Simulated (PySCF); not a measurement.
## Calculated data, CH7Si2, Al2ClH2O, CH3BClSi, CH4Al2N and others

Calculation on a computer-drawn molecule: optimised geometry and harmonic frequencies of an isolated molecule of the commonest isotopes, restricted reference for singlets and unrestricted otherwise, frozen core in MP2. Program: PySCF 2.14.0.

```yaml
- entry: 1
  formula: CH7Si2
  start_structure:
    atoms_angstrom:
      - [Si, 0.3102, 1.2798, 1.0126]
      - [C, -0.4861, -0.435, 1.2195]
      - [Si, -1.4513, -0.9775, -0.3542]
      - [H, -0.6843, 2.3772, 0.914]
      - [H, 1.2934, 1.37, -0.0198]
      - [H, 0.3002, -1.1027, 1.4251]
      - [H, -1.1261, -0.4562, 2.0521]
      - [H, -0.5519, -0.9968, -1.4946]
      - [H, -1.9968, -2.3282, -0.0636]
      - [H, -2.6061, -0.0732, -0.6577]
  given:
    charge: 0
    multiplicity: 2
    method: HF
    basis: "cc-pV(D+d)Z"
    drawn_bonds_atom: [1, 2, 1, 1, 2, 2, 3, 3, 3]
    drawn_bonds_other_atom: [2, 3, 4, 5, 6, 7, 8, 9, 10]
    drawn_bonds_order: [1, 1, 1, 1, 1, 1, 1, 1, 1]
  results:
    optimised_atom_element: [Si, C, Si, H, H, H, H, H, H, H]
    "optimised_atom_x [angstrom]": [0.3128, -0.4774, -1.447, -0.714, 1.301, 0.3113, -1.151, -0.5621, -2.008, -2.564]
    "optimised_atom_y [angstrom]": [1.307, -0.4059, -0.9851, 2.362, 1.375, -1.139, -0.4226, -1.041, -2.338, -0.05397]
    "optimised_atom_z [angstrom]": [1.081, 1.188, -0.3256, 0.8878, -0.02579, 1.391, 2.053, -1.514, -0.09268, -0.6099]
    "modes_frequency [cm^-1]": [105.2, 164.7, 186.2, 483.0, 575.4, 614.9, 675.5, 784.0, 821.5, 886.9, 992.7, 1029, 1032, 1035, 1112, 1171, 1499, 2281, 2291, 2296, 2304, 2313, 3167, 3219]
    "modes_reduced_mass [dalton]": [1.013, 1.228, 3.559, 1.049, 2.304, 1.066, 1.419, 2.705, 1.406, 1.474, 1.058, 1.081, 1.055, 1.034, 1.044, 1.461, 1.088, 1.029, 1.053, 1.048, 1.051, 1.021, 1.06, 1.101]
    "rotational_constants [GHz]": [19.17, 2.952, 2.767]
    "total_energy [hartree]": -619.7805
    spin_squared: 0.7539
    "convergence_status_largest_gradient_component [hartree/bohr]": 1.072e-05
- entry: 2
  formula: Al2ClH2O
  start_structure:
    atoms_angstrom:
      - [O, -1.1786, -2.1568, -1.0579]
      - [Al, -1.2367, -0.5624, -0.7797]
      - [Al, 1.1863, 0.4303, -1.1404]
      - [Cl, 3.0946, 1.0509, -1.3645]
      - [H, -1.234, -3.1391, -1.1861]
      - [H, -2.2818, 0.4076, -0.4773]
  given:
    charge: 1
    multiplicity: 1
    method: HF
    basis: "cc-pV(D+d)Z"
    drawn_bonds_atom: [1, 2, 3, 1, 2]
    drawn_bonds_other_atom: [2, 3, 4, 5, 6]
    drawn_bonds_order: [1, 1, 1, 1, 1]
  results:
    optimised_atom_element: [O, Al, Al, Cl, H, H]
    "optimised_atom_x [angstrom]": [-0.9394, -1.243, 1.223, 3.138, -1.395, -2.434]
    "optimised_atom_y [angstrom]": [-2.178, -0.581, 0.4027, 1.051, -3.006, 0.3414]
    "optimised_atom_z [angstrom]": [-1.097, -0.806, -1.129, -1.396, -1.133, -0.4457]
    "modes_frequency [cm^-1]": [67.81, 106.5, 158.3, 264.2, 425.7, 477.2, 494.6, 616.7, 650.7, 957.7, 2123, 4189]
    "modes_reduced_mass [dalton]": [8.185, 11.17, 15.89, 9.926, 1.109, 1.255, 1.136, 1.197, 16.78, 6.732, 1.046, 1.069]
    "rotational_constants [GHz]": [15.08, 1.05, 0.9814]
    "total_energy [hartree]": -1019.2569
    "convergence_status_largest_gradient_component [hartree/bohr]": 2.439e-05
- entry: 3
  formula: CH3BClSi
  start_structure:
    atoms_angstrom:
      - [B, -0.3909, 1.1658, -1.6515]
      - [C, -0.974, 0.6689, -0.5833]
      - [Si, -0.29, -0.8441, 0.258]
      - [Cl, 0.0024, -0.5665, 2.2429]
      - [H, 0.1499, 1.5326, -2.6466]
      - [H, -1.7955, 1.1076, -0.0679]
      - [H, 0.9437, -1.3895, -0.2781]
  given:
    charge: 0
    multiplicity: 2
    method: HF
    basis: "cc-pV(D+d)Z"
    drawn_bonds_atom: [1, 2, 3, 1, 2, 3]
    drawn_bonds_other_atom: [2, 3, 4, 5, 6, 7]
    drawn_bonds_order: [2, 1, 1, 1, 1, 1]
  results:
    optimised_atom_element: [B, C, Si, Cl, H, H, H]
    "optimised_atom_x [angstrom]": [-0.3417, -1.047, -0.3529, 0.1553, 0.3108, -1.955, 0.8769]
    "optimised_atom_y [angstrom]": [1.115, 0.6649, -0.8423, -0.5405, 1.437, 1.106, -1.266]
    "optimised_atom_z [angstrom]": [-1.622, -0.5226, 0.2663, 2.27, -2.545, -0.1285, -0.4445]
    "modes_frequency [cm^-1]": [97.65, 160.4, 233.4, 520.7, 626.1, 666.5, 721.6, 753.6, 811.9, 911.6, 1046, 1529, 2287, 2946, 3353]
    "modes_reduced_mass [dalton]": [3.255, 3.444, 3.626, 9.233, 1.528, 1.155, 2.441, 1.33, 1.28, 1.402, 1.286, 5.705, 1.042, 1.131, 1.092]
    "rotational_constants [GHz]": [14.55, 2.251, 2.122]
    "total_energy [hartree]": -812.7099
    spin_squared: 0.77
    "convergence_status_largest_gradient_component [hartree/bohr]": 1.515e-05
- entry: 4
  formula: CH4Al2N
  start_structure:
    atoms_angstrom:
      - [C, -1.4846, -0.8674, -1.4769]
      - [Al, 0.121, 0.0095, -0.6424]
      - ["N", 1.4927, 0.8055, 0.1092]
      - [Al, 2.9045, 1.5451, 0.7573]
      - [H, -1.1275, -1.64, -2.2555]
      - [H, -2.1226, -0.0992, -1.9288]
      - [H, -2.0654, -1.3914, -0.6565]
      - [H, 4.1109, 2.2071, 1.3832]
  given:
    charge: 1
    multiplicity: 1
    method: HF
    basis: "cc-pV(D+d)Z"
    drawn_bonds_atom: [1, 2, 3, 1, 1, 1, 4]
    drawn_bonds_other_atom: [2, 3, 4, 5, 6, 7, 8]
    drawn_bonds_order: [1, 1, 2, 1, 1, 1, 1]
  results:
    optimised_atom_element: [C, Al, "N", Al, H, H, H, H]
    "optimised_atom_x [angstrom]": [-1.414, 0.125, 1.458, 2.785, -1.098, -2.054, -1.99, 4.016]
    "optimised_atom_y [angstrom]": [-0.8372, 0.01472, 0.7521, 1.485, -1.563, -0.09178, -1.356, 2.166]
    "optimised_atom_z [angstrom]": [-1.428, -0.6408, 0.03989, 0.7161, -2.18, -1.905, -0.6589, 1.346]
    "modes_frequency [cm^-1]": [82.81, 82.81, 198.6, 198.6, 475.3, 475.3, 494.3, 759.9, 759.9, 782.9, 1333, 1359, 1528, 1528, 2163, 3175, 3276, 3276]
    "modes_reduced_mass [dalton]": [4.231, 4.231, 5.62, 5.62, 1.198, 1.198, 5.562, 1.253, 1.253, 9.54, 1.29, 7.621, 1.052, 1.052, 1.052, 1.032, 1.102, 1.102]
    "rotational_constants [GHz]": [158.9, 1.523, 1.523]
    "total_energy [hartree]": -578.2856
    "convergence_status_largest_gradient_component [hartree/bohr]": 3.226e-05
- entry: 5
  formula: BH3NO2
  start_structure:
    atoms_angstrom:
      - ["N", -0.0028, 1.8672, -0.4368]
      - [B, 0.1869, 0.3995, -0.572]
      - [O, -0.1815, -0.3296, -1.5655]
      - [O, 0.8401, -0.1168, 0.6084]
      - [H, 0.6213, 2.3619, 0.1665]
      - [H, -0.1475, 2.3528, -1.2969]
      - [H, 0.9029, -1.0459, 0.4691]
  given:
    charge: -1
    multiplicity: 1
    method: MP2
    basis: aug-cc-pVDZ
    drawn_bonds_atom: [1, 2, 2, 1, 1, 4]
    drawn_bonds_other_atom: [2, 3, 4, 5, 6, 7]
    drawn_bonds_order: [1, 1, 1, 1, 1, 1]
  results:
    optimised_atom_element: ["N", B, O, O, H, H, H]
    "optimised_atom_x [angstrom]": [-0.02376, 0.1826, -0.1902, 0.8506, 0.6352, -0.1426, 0.9076]
    "optimised_atom_y [angstrom]": [1.877, 0.3983, -0.3516, -0.1091, 2.368, 2.365, -1.059]
    "optimised_atom_z [angstrom]": [-0.4262, -0.5765, -1.591, 0.6368, 0.1724, -1.308, 0.4655]
    "modes_frequency [cm^-1]": [352.1, 405.6, 437.4, 465.3, 517.3, 689.0, 755.1, 889.4, 1026, 1144, 1482, 1581, 3559, 3680, 3835]
    "modes_reduced_mass [dalton]": [1.623, 1.616, 4.204, 1.248, 1.135, 7.361, 5.826, 1.714, 1.488, 2.579, 4.654, 1.261, 1.049, 1.094, 1.064]
    "rotational_constants [GHz]": [9.819, 9.22, 4.777]
    "total_energy [hartree]": -231.4684
    "convergence_status_largest_gradient_component [hartree/bohr]": 1.16e-05
- entry: 6
  formula: CH3F2Si
  start_structure:
    atoms_angstrom:
      - [C, 1.8443, 0.3751, -0.9061]
      - [Si, 1.7875, -0.1773, -2.7385]
      - [F, 0.6, -1.4809, -2.5923]
      - [F, 0.6219, 0.9748, -3.2512]
      - [H, 0.7547, 0.5188, -0.4516]
      - [H, 2.3663, 1.3265, -0.7669]
      - [H, 2.3088, -0.2937, -0.259]
  given:
    charge: -1
    multiplicity: 1
    method: HF
    basis: "aug-cc-pV(D+d)Z"
    drawn_bonds_atom: [1, 2, 2, 1, 1, 1]
    drawn_bonds_other_atom: [2, 3, 4, 5, 6, 7]
    drawn_bonds_order: [1, 1, 1, 1, 1, 1]
  results:
    optimised_atom_element: [C, Si, F, F, H, H, H]
    "optimised_atom_x [angstrom]": [1.8, 1.75, 0.6401, 0.6422, 0.7879, 2.336, 2.327]
    "optimised_atom_y [angstrom]": [0.3851, -0.1789, -1.432, 0.9753, 0.5131, 1.337, -0.3561]
    "optimised_atom_z [angstrom]": [-0.883, -2.74, -2.54, -3.272, -0.4782, -0.7833, -0.2697]
    "modes_frequency [cm^-1]": [167.4, 235.7, 274.6, 353.2, 615.6, 686.4, 697.8, 786.7, 804.6, 1314, 1534, 1536, 3095, 3166, 3169]
    "modes_reduced_mass [dalton]": [1.078, 3.24, 6.442, 5.387, 3.966, 8.761, 10.22, 1.445, 1.555, 1.261, 1.057, 1.056, 1.033, 1.1, 1.102]
    "rotational_constants [GHz]": [6.488, 6.084, 3.929]
    "total_energy [hartree]": -527.5814
    "convergence_status_largest_gradient_component [hartree/bohr]": 1.338e-05
- entry: 7
  formula: C2H7Si
  start_structure:
    atoms_angstrom:
      - [C, -1.103, 1.9379, -1.588]
      - [C, -0.6351, 0.4634, -1.3555]
      - [Si, -1.0417, -0.0032, 0.4881]
      - [H, -2.2173, 2.0787, -1.42]
      - [H, -0.8811, 2.1901, -2.6362]
      - [H, -0.5621, 2.5981, -0.9569]
      - [H, 0.3835, 0.407, -1.5104]
      - [H, -1.2122, -0.1666, -2.0316]
      - [H, -2.4407, -0.0484, 0.8184]
      - [H, -0.2055, 0.7235, 1.4546]
  given:
    charge: 0
    multiplicity: 2
    method: HF
    basis: "cc-pV(D+d)Z"
    drawn_bonds_atom: [1, 2, 1, 1, 1, 2, 2, 3, 3]
    drawn_bonds_other_atom: [2, 3, 4, 5, 6, 7, 8, 9, 10]
    drawn_bonds_order: [1, 1, 1, 1, 1, 1, 1, 1, 1]
  results:
    optimised_atom_element: [C, C, Si, H, H, H, H, H, H, H]
    "optimised_atom_x [angstrom]": [-1.107, -0.6788, -0.9953, -2.176, -0.9017, -0.5714, 0.3891, -1.199, -2.441, -0.2343]
    "optimised_atom_y [angstrom]": [1.942, 0.4947, -0.08479, 2.084, 2.21, 2.651, 0.372, -0.1914, -0.02852, 0.732]
    "optimised_atom_z [angstrom]": [-1.601, -1.311, 0.4647, -1.428, -2.641, -0.9647, -1.52, -1.988, 0.8044, 1.446]
    "modes_frequency [cm^-1]": [153.9, 241.5, 261.4, 552.0, 670.1, 762.1, 816.7, 1001, 1034, 1066, 1105, 1359, 1372, 1516, 1553, 1596, 1601, 2275, 2283, 3165, 3173, 3207, 3238, 3248]
    "modes_reduced_mass [dalton]": [1.072, 1.115, 2.568, 1.036, 3.922, 1.217, 1.207, 1.064, 1.693, 1.193, 1.832, 1.235, 1.482, 1.207, 1.09, 1.047, 1.038, 1.029, 1.053, 1.049, 1.047, 1.102, 1.103, 1.104]
    "rotational_constants [GHz]": [24.81, 4.995, 4.618]
    "total_energy [hartree]": -368.7110
    spin_squared: 0.7537
    "convergence_status_largest_gradient_component [hartree/bohr]": 3.445e-05
- entry: 8
  formula: BH5NOSi
  start_structure:
    atoms_angstrom:
      - ["N", -1.1837, 1.5535, -0.6]
      - [B, -1.4946, 0.2605, -0.1804]
      - [O, -2.8036, -0.1155, -0.0228]
      - [Si, -0.1647, -1.0749, 0.0402]
      - [H, -0.2726, 1.9103, -0.6852]
      - [H, -1.8583, 2.3524, -0.6761]
      - [H, -3.4619, 0.5912, -0.1756]
      - [H, 1.249, -0.896, -0.139]
      - [H, -0.2878, -2.4709, 0.3651]
  given:
    charge: 0
    multiplicity: 2
    method: HF
    basis: "cc-pV(D+d)Z"
    drawn_bonds_atom: [1, 2, 2, 1, 1, 3, 4, 4]
    drawn_bonds_other_atom: [2, 3, 4, 5, 6, 7, 8, 9]
    drawn_bonds_order: [1, 1, 1, 1, 1, 1, 1, 1]
  results:
    optimised_atom_element: ["N", B, O, Si, H, H, H, H, H]
    "optimised_atom_x [angstrom]": [-1.176, -1.519, -2.818, -0.07861, -0.2313, -1.844, -3.461, 1.269, -0.4196]
    "optimised_atom_y [angstrom]": [1.574, 0.2852, -0.1072, -1.07, 1.861, 2.286, 0.5538, -0.7802, -2.491]
    "optimised_atom_z [angstrom]": [-0.5774, -0.1311, 0.04155, 0.3645, -0.7221, -0.7955, -0.1704, -0.1965, 0.1132]
    "modes_frequency [cm^-1]": [138.0, 209.9, 365.5, 383.8, 408.3, 487.4, 587.3, 596.8, 623.1, 657.8, 958.3, 1002, 1079, 1332, 1430, 1750, 2272, 2301, 3803, 3916, 4141]
    "modes_reduced_mass [dalton]": [1.082, 3.11, 4.48, 1.24, 1.491, 1.076, 2.818, 1.152, 1.277, 2.272, 1.445, 1.08, 1.622, 2.744, 5.503, 1.21, 1.039, 1.044, 1.053, 1.096, 1.066]
    "rotational_constants [GHz]": [9.144, 3.891, 2.748]
    "total_energy [hartree]": -445.9076
    spin_squared: 0.7594
    "convergence_status_largest_gradient_component [hartree/bohr]": 1.102e-05
```
